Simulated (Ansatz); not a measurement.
Calculated with Ansatz (gas phase, PBE0-D4/def2-TZVP geometries, no zero-point term in ΔE). CCSD(T)/CBS adds triple-zeta CCSD(T) − MP2 to the extrapolated MP2 energy (def2 sets, frozen cores). This one scheme is used for every species. Functionals use def2-TZVPP. Each species was taken in one conformer, which may not be the lowest.

`N[Si](N)(Cl)Cl` + HCl → `N[Si](Cl)(Cl)Cl` + NH₃  (ligand exchange at the Si–N bond)

```tsv
level	ΔE (kJ/mol)
PBE-D4	-25.2
BLYP-D4	-21.6
ωB97X-V	-20.6
ωB97M-V	-21.1
PBE	-25.0
LC-ωPBE	-18.7
RPA@PBE/def2-TZVPP	-16.5
SCS-MP2/def2-QZVPP	-21.0
```

Question: What does CCSD(T)/CBS give? (An estimate is asked.)

Answer: The calculation gave: -20.5 kJ/mol. The listed levels differ from it by -4.7, -1.1, -0.1, -0.6, -4.5, 1.8, 4.0, -0.5 kJ/mol.

Question: What do rigid-rotor, harmonic-oscillator terms from PBE0-D4/def2-TZVP frequencies (298.15 K, 1 bar) make of the CCSD(T)/CBS value? (An estimate is asked.)

Answer: The calculation gave: ΔZPE = +6.1 kJ/mol, ΔH = -13.7 kJ/mol, ΔS = 18 J/(mol·K), ΔG = -18.9 kJ/mol.

Largest T1 diagnostic among the species: 0.009.

From BLYP to BHLYP (50 % exact exchange), in def2-TZVPP and without D4, ΔE moves by +4.1 kJ/mol. Leaving LDA and LC-ωPBE aside and taking each functional with its dispersion term where it has one, the values, not all of them listed here, spread over 9.2 kJ/mol, from PBE-D4 to CAM-B3LYP-D4. LDA lies +8.7 kJ/mol from PBE without D4.
